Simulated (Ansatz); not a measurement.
Reaction (formal hydrolysis of a C–Si bond): `OCOC[SiH3]` + H₂O → `OCOCO` + SiH₄

Computed with Ansatz on PBE0-D4/def2-TZVP structures; ΔE is electronic, products minus reactants. CCSD(T)/CBS adds triple-zeta CCSD(T) − MP2 to the extrapolated MP2 energy (def2 sets, frozen cores). This one scheme is used for every species. Functionals use def2-TZVPP. B3LYP here is the variant with VWN-RPA as its local correlation; programs differ in this. One conformer a species, not always the lowest.

```csv
level,ΔE (kJ/mol)
B3LYP-D4,28.6
CCSD(T)/def2-TZVPP,28.2
MP2/def2-QZVPP,39.0
CCSD/CBS(def2),34.9
```

Task: What does CCSD(T)/CBS give? (Estimate.)

Result: The calculation gave: +36.1 kJ/mol. The listed levels differ from it by -7.5, -7.9, 2.9, -1.2 kJ/mol.

Largest T1 diagnostic among the species: 0.012.

The D4 term adds +5.7 kJ/mol with B3LYP and +3.3 kJ/mol with PBE0; it sums over pairs of atoms, weighted by their polarisabilities, and B3LYP, whose exchange is more repulsive, gets the larger term. In def2-TZVPP, CCSD(T) changes the Hartree–Fock value by +17.1 kJ/mol (the triples alone add +1.2 kJ/mol) and MP2 by +22.9 kJ/mol.
